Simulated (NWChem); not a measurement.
**Atomisation of H3Ga**

SMILES: [GaH3]
```xyz
4

Ga     0.0000     0.0000     0.0000
H      0.0000     0.0000     1.5735
H      1.3627     0.0000    -0.7868
H     -1.3627     0.0000    -0.7868
```
Charge 0, spin multiplicity 1.

Program: NWChem. Structure: optimised with B3LYP/def2-SVP, a minimum by its harmonic frequencies.

Basis set: def2-TZVP. The atomisation energy is electronic alone: no zero-point, thermal, spin-orbit or counterpoise terms. No value is extrapolated to the basis-set limit. Free atoms are single determinants with multiplicities Ga 2, H 2.

The Hamiltonian is non-relativistic. B3LYP has NWChem's definition, with VWN1-RPA local correlation. The structure started from a generated list of species. No SCF solution was tested for a lower state. Open-shell Hartree-Fock references start from PBE0 orbitals.

**Question.** Order these methods by the atomisation energy they give, lowest first: HF, LDA (SVWN5), BLYP, B3LYP, PBE0, TPSS.

**Answer.** HF (150.8 kcal/mol), BLYP (189.8 kcal/mol), PBE0 (191.5 kcal/mol), B3LYP (194.6 kcal/mol), TPSS (204.0 kcal/mol), LDA (SVWN5) (215.8 kcal/mol)
